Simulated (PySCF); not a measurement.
How methods differ on the excitation energy of Ag

Ag [Kr] 4d10 5s1 (2S) → Ag [Kr] 4d9 5s1 6s1 (4D), as a difference of total energies. All numbers are calculated (PySCF 2.14, a scalar-relativistic core potential, in aug-cc-pVDZ-PP with ECP28MDF). Correlated levels: valence: 4s2 4p6 frozen. The calculations carry no spin-orbit coupling.

```json
{"method": "UHF", "excitation energy (eV)": "8.429"}
{"method": "MP2 (valence)", "excitation energy (eV)": "10.221"}
{"method": "SCS-MP2 (valence)", "excitation energy (eV)": "10.114"}
{"method": "CCSD (valence)", "excitation energy (eV)": "9.872"}
{"method": "CCSD(T) (valence)", "excitation energy (eV)": "9.968"}
```

How much does correlation contribute at CCSD(T) (valence)?

9.968 − (8.429) = 1.539 eV, measured against UHF.

The upper state lies above the first ionisation limit, but in LS coupling its spin forbids autoionisation to the ground ion. A Rydberg-like electron needs more diffuse functions than a valence basis has.

The promoted electron is Rydberg-like, and one or two diffuse shells describe it only roughly, which tends to raise the upper state.
